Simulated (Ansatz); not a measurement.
`[OH][SnH]([F])[O][SiH3]`, relaxed with RKS PBE-D4/def2-SVP in Ansatz 0.2.0 from a rough embedded geometry. The force threshold is 0.03 eV/Å; the program also tests the step.

Total charge 0; spin multiplicity 1. Sn: def2 effective core potential.

Start:

```xyz
10

O     1.550    1.589    0.615
Sn   -0.254    0.948    0.946
F    -1.246    2.407    1.720
O    -1.203    0.365   -0.722
Si   -0.353   -1.061   -1.204
H     2.124    0.718    0.526
H    -0.226   -0.409    2.078
H     1.046   -0.840   -1.433
H    -0.496   -2.121   -0.112
H    -0.941   -1.596   -2.416
```

```json
{"step": "1", "energy (eV)": "-20583.6939", "largest force (eV/Å)": "2.243", "largest move (Å)": "0.000"}
{"step": "2", "energy (eV)": "-20584.0448", "largest force (eV/Å)": "1.219", "largest move (Å)": "0.194"}
{"step": "3", "energy (eV)": "-20584.1302", "largest force (eV/Å)": "0.729", "largest move (Å)": "0.129"}
{"step": "4", "energy (eV)": "-20584.1870", "largest force (eV/Å)": "0.322", "largest move (Å)": "0.200"}
{"step": "5 (rejected)", "energy (eV)": "-20584.1828", "largest force (eV/Å)": "1.399", "largest move (Å)": "0.178"}
{"step": "6", "energy (eV)": "-20584.2168", "largest force (eV/Å)": "0.157", "largest move (Å)": "0.089"}
{"step": "7", "energy (eV)": "-20584.2363", "largest force (eV/Å)": "0.214", "largest move (Å)": "0.100"}
{"step": "8 (rejected)", "energy (eV)": "-20584.2234", "largest force (eV/Å)": "1.363", "largest move (Å)": "0.146"}
{"step": "9", "energy (eV)": "-20584.2495", "largest force (eV/Å)": "0.182", "largest move (Å)": "0.073"}
{"step": "10", "energy (eV)": "-20584.2603", "largest force (eV/Å)": "0.405", "largest move (Å)": "0.071"}
{"step": "11", "energy (eV)": "-20584.2847", "largest force (eV/Å)": "0.241", "largest move (Å)": "0.113"}
{"step": "12", "energy (eV)": "-20584.3119", "largest force (eV/Å)": "0.199", "largest move (Å)": "0.169"}
{"step": "13", "energy (eV)": "-20584.3129", "largest force (eV/Å)": "0.095", "largest move (Å)": "0.052"}
{"step": "14 (rejected)", "energy (eV)": "-20584.1589", "largest force (eV/Å)": "2.898", "largest move (Å)": "0.199"}
{"step": "15", "energy (eV)": "-20584.3279", "largest force (eV/Å)": "0.139", "largest move (Å)": "0.100"}
{"step": "16", "energy (eV)": "-20584.3356", "largest force (eV/Å)": "0.162", "largest move (Å)": "0.084"}
{"step": "17 (rejected)", "energy (eV)": "-20584.3323", "largest force (eV/Å)": "0.682", "largest move (Å)": "0.111"}
{"step": "18", "energy (eV)": "-20584.3396", "largest force (eV/Å)": "0.039", "largest move (Å)": "0.056"}
{"step": "19", "energy (eV)": "-20584.3434", "largest force (eV/Å)": "0.060", "largest move (Å)": "0.074"}
{"step": "20", "energy (eV)": "-20584.3459", "largest force (eV/Å)": "0.217", "largest move (Å)": "0.110"}
{"step": "21", "energy (eV)": "-20584.3507", "largest force (eV/Å)": "0.134", "largest move (Å)": "0.060"}
{"step": "22", "energy (eV)": "-20584.3586", "largest force (eV/Å)": "0.159", "largest move (Å)": "0.190"}
{"step": "23 (rejected)", "energy (eV)": "-20584.3552", "largest force (eV/Å)": "0.339", "largest move (Å)": "0.189"}
{"step": "24", "energy (eV)": "-20584.3650", "largest force (eV/Å)": "0.128", "largest move (Å)": "0.090"}
{"step": "25", "energy (eV)": "-20584.3684", "largest force (eV/Å)": "0.093", "largest move (Å)": "0.096"}
{"step": "26", "energy (eV)": "-20584.3707", "largest force (eV/Å)": "0.092", "largest move (Å)": "0.099"}
{"step": "27", "energy (eV)": "-20584.3719", "largest force (eV/Å)": "0.057", "largest move (Å)": "0.043"}
{"step": "28", "energy (eV)": "-20584.3726", "largest force (eV/Å)": "0.017", "largest move (Å)": "0.039"}
```

End:

```xyz
10

O     1.706    0.682    1.190
Sn   -0.274    0.818    1.342
F    -0.783    2.580    0.666
O    -1.081   -0.462    0.048
Si   -0.345   -1.141   -1.305
H     1.990    1.001    0.310
H    -0.837    0.567    2.934
H     0.651   -0.187   -1.926
H     0.386   -2.408   -0.948
H    -1.414   -1.450   -2.313
```

Run time 39 s (4 threads of an Arm Neoverse V1 on a shared host); peak host memory 0.16 GiB.
